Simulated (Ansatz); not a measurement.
Start from `CN([SiH3])[SiH3]` and change one atom or group to get `CN([SiH3])B[SiH3]`.

Ansatz, PBE0-D4/def2-TZVP geometries, multiplicity 1. Each molecule was computed in one conformer, which needn't be the lowest.

| property | `CN([SiH3])[SiH3]` |
| --- | --- |
| LUMO energy (PBE/def2-TZVPP) / eV | -0.76 |
| size of the dipole moment (ωB97M-V/def2-TZVPP) / D | 0.89 |
| size of the dipole moment (B3LYP/def2-TZVPP) / D | 0.87 |
| HOMO energy (PBE0/def2-TZVPP) / eV | -7.08 |
| size of the dipole moment (PBE/def2-TZVPP) / D | 0.89 |
| HOMO energy (B3LYP/def2-TZVPP) / eV | -6.87 |

(1) What does the change do to each property? (An estimate is asked.)

## Answers

(1) Ansatz gave: 
```tsv
property	`CN([SiH3])B[SiH3]`	shift
LUMO energy (PBE/def2-TZVPP) / eV	-1.82	-1.06
size of the dipole moment (ωB97M-V/def2-TZVPP) / D	2.38	1.49
size of the dipole moment (B3LYP/def2-TZVPP) / D	2.40	1.53
HOMO energy (PBE0/def2-TZVPP) / eV	-7.78	-0.70
size of the dipole moment (PBE/def2-TZVPP) / D	2.48	1.59
HOMO energy (B3LYP/def2-TZVPP) / eV	-7.59	-0.72
```

With PBE0 the HOMO falls by 0.70 eV and the LUMO falls by 1.00 eV, so the gap narrows by about 0.30 eV. PBE moves the HOMO by -0.76 eV and ωB97M-V by -0.57 eV. Dipoles are sizes alone; their direction can turn.

B3LYP here is the variant with VWN-RPA as its local correlation; programs differ in this.
